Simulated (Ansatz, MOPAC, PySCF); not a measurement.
Species: C$_{2}$H$_{9}$Si$_{2}$, charge -1, multiplicity 1. SMILES: C[SiH](C)[SiH2-]
Coordinates optimised at B3LYP-D3(BJ)/def2-TZVP (Ansatz, an electronic-structure program):
```
Si
H 1 1.5121
C 1 1.9152 2 103.50
H 3 1.0928 1 110.56 2 64.99
H 3 1.0942 4 107.39 1 -119.88
H 3 1.0949 4 108.35 5 -116.47
C 1 1.9162 2 103.11 3 -108.20
H 7 1.0928 1 110.25 2 -66.72
H 7 1.0937 8 107.30 1 119.37
H 7 1.0965 8 108.39 9 116.79
Si 1 2.3591 2 113.20 7 -130.34
H 11 1.5368 1 92.92 2 74.25
H 11 1.5395 12 94.79 1 -91.74
```
Charge -1, spin multiplicity 1.

Unscaled harmonic wavenumbers (cm⁻¹) in rising order, each level at the stationary point that it reaches from this structure (no distance between atoms moves by over 0.3 Å); the order of modes can differ between levels, and a negative number is imaginary. B3LYP-D3(BJ)/def2-TZVP (PySCF, at the structure above): 120, 143, 149, 164, 183, 212, 375, 533, 563, 622, 624, 654, 735, 757, 846, 888, 897, 942, 1247, 1255, 1456, 1459, 1464, 1471, 1903, 1918, 2038, 2987, 3000, 3057, 3061, 3078, 3080.

PM3 (MOPAC): 71, 82, 96, 118, 151, 208, 387, 487, 536, 608, 638, 652, 663, 810, 855, 863, 866, 871, 1291, 1297, 1404, 1410, 1411, 1414, 1939, 1961, 1964, 3124, 3125, 3129, 3130, 3226, 3228. Zero-point energy 60.1 against 59.9 kcal/mol; where all levels lie over 400 cm⁻¹, the wavenumbers are on average 0.995 times those of B3LYP-D3(BJ)/def2-TZVP.

B3LYP/6-31G* (Ansatz): 117, 139, 150, 164, 181, 209, 367, 548, 575, 616, 626, 648, 748, 769, 866, 904, 917, 963, 1288, 1297, 1494, 1499, 1502, 1510, 1914, 1923, 2050, 3003, 3014, 3074, 3079, 3095, 3097. Zero-point energy 60.5 against 59.9 kcal/mol; where all levels lie over 400 cm⁻¹, the wavenumbers are on average 1.014 times those of B3LYP-D3(BJ)/def2-TZVP.
